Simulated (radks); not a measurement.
All-electron atom: Cr XVI in [He] 2s2 2p5. Calculated with a radial shooting solver on a logarithmic mesh with Libxc functionals: scalar-relativistic Kohn-Sham, LDA (Slater exchange, Perdew-Wang correlation), spin-polarised, spherical densities, point nucleus; open shells are filled with parallel spins first.

Unscreened Slater integrals over Kohn-Sham orbitals (hartree). They are taken over the spin-up orbitals. Empty in this configuration: 3s.

| integral | value |
|---|---|
| F0(2p,2p) | 3.6636 |
| F2(2p,2p) | 1.7350 |
| F0(2p,2s) | 3.3693 |
| G1(2p,2s) | 1.9380 |
| F0(2p,1s) | 5.0095 |
| G1(2p,1s) | 0.86384 |
| F0(2p,3s) | 1.6581 |
| G1(2p,3s) | 0.17119 |
| F0(2s,2s) | 3.1803 |
| F0(2s,1s) | 4.4650 |
| G0(2s,1s) | 0.41489 |
| F0(2s,3s) | 1.6239 |
| G0(2s,3s) | 0.13523 |
| F0(1s,1s) | 14.792 |
| F0(1s,3s) | 1.8872 |
| G0(1s,3s) | 0.089331 |
| F0(3s,3s) | 1.2648 |

Derived for the open shells (J is the average intra-shell exchange parameter used in DFT+U). 2p: J = F2/5 = 0.3470 hartree.
